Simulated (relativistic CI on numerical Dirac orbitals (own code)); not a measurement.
# Ir4+: resonant inelastic scattering at the O2,3 edge

Computed with this model: Dirac-Coulomb-Breit CI, separate exchange-only KLI orbitals for each configuration, a model potential for QED, valence Slater integrals scaled by 0.8, Kramers-Heisenberg scattering through one core-hole configuration in a parametric crystal field; configurations [Xe] 4f14 5d5 → [Kr] 4d10 4f14 5s2 5p5 5d6; 10 K; core-hole width 1 eV; summed over polarisations. Incident energies are the highest absorption maxima for each field (at most a few, so the weaker spin-orbit partner edge can be absent), on the computed scale of the free ion. Intensities are in per cent of the strongest line above 0.02 eV; levels within 1 cm⁻¹ are merged; final levels count from the ground level, the first row holds all elastic scattering, lines under 0.4 are left out and each table stops after 24 rows. The scale of the Slater integrals is a model choice and moves the terms in proportion.

Field parameters in Wybourne normalisation: D4h B²₀ = −7Ds, B⁴₀ = 21(Dq − Dt), B⁴₄ = 21√(5/14) Dq; Td as Oh with Dq negative (B⁴₀ = 21Dq, B⁴₄ = √(5/14) B⁴₀). The field is a parameter set, without covalency.

S is read from ⟨S²⟩ = S(S + 1).

Td, 10Dq = -11450 cm⁻¹:

```
Final level (eV)  Degeneracy  Irrep     S  52.4 eV  57.1 eV
           0.000           4     Γ8  2.22    885.2    111.7
           0.030           2     Γ7  2.28    100.0      4.8
           1.081           4     Γ8  1.31     39.9      9.9
           1.615           2     Γ7  1.41      9.9      1.8
           1.810           2     Γ6  1.46      1.1      5.7
           1.857           4     Γ8  1.46     12.9     11.0
           2.229           2     Γ7  1.26      4.2      2.1
           2.345           4     Γ8  1.27      9.3      7.9
           2.354           2     Γ6  1.36      3.4      8.3
           2.412           4     Γ8  1.45      2.5     28.3
           2.605           4     Γ8  1.15      7.0      7.7
           2.610           2     Γ6  1.08      4.6      8.5
           2.678           2     Γ7  1.33      3.4      5.6
           2.684           4     Γ8  1.27      8.2      6.7
           2.799           2     Γ7  1.28      2.3      2.0
           2.962           4     Γ8  1.28      4.9     19.0
           3.026           2     Γ7  1.12      4.6      1.7
           3.128           4     Γ8  1.24      6.0     10.5
           3.286           4     Γ8  1.29      4.7     12.5
           3.355           2     Γ6  1.27      3.9     10.5
           3.477           2     Γ7  1.22      3.7      1.6
           3.613           2     Γ6  1.17      0.5      3.4
           3.657           4     Γ8  1.27      2.6     24.2
           3.739           4     Γ8  1.21      4.4      8.0
```

D4h, 10Dq = 33700, Ds = 2170, Dt = 550 cm⁻¹:

```csv
Final level (eV),Degeneracy,Irrep,S,52.1 eV,54.5 eV,68.6 eV
0.000,2,Γ7,0.69,359.6,1057.7,169.0
0.987,2,Γ7,0.71,20.7,75.6,21.3
1.235,2,Γ6,0.74,10.1,68.7,5.2
1.927,2,Γ6,1.47,14.4,60.9,3.3
2.384,2,Γ7,1.61,5.0,35.2,27.1
2.444,2,Γ6,1.49,7.5,30.0,12.3
2.618,2,Γ7,1.67,20.6,100.0,58.4
2.842,2,Γ6,1.47,2.2,12.8,8.2
2.874,2,Γ7,1.39,8.4,15.5,6.4
3.195,2,Γ7,1.47,15.5,38.3,43.1
3.395,2,Γ7,1.69,16.1,55.0,23.6
3.481,2,Γ6,1.19,25.4,19.6,22.5
3.725,2,Γ6,1.46,4.9,15.9,27.4
3.775,2,Γ7,0.86,22.7,26.9,39.5
3.998,2,Γ6,1.44,4.3,26.6,13.6
4.081,2,Γ6,0.88,6.7,26.0,6.2
4.184,2,Γ7,1.86,6.6,12.2,13.6
4.265,2,Γ7,1.09,11.5,11.7,60.7
4.267,2,Γ6,1.64,0.6,17.0,7.3
4.313,2,Γ7,1.70,5.2,14.8,43.8
4.442,2,Γ7,1.26,6.0,26.4,20.7
4.462,2,Γ6,1.24,3.7,41.9,21.0
4.472,2,Γ7,0.94,12.4,11.6,30.8
4.646,2,Γ6,0.74,7.6,4.4,27.1
```

For the first field the strongest loss at the lowest incident energy is the level at 0.03 eV (S = 2.28, against 2.22 in the thermal ground state). Levels of other spin, the first over 8 % at 1.08 eV, appear because spin-orbit coupling of the core hole, and in heavier ions of the valence shell too, mixes spins.
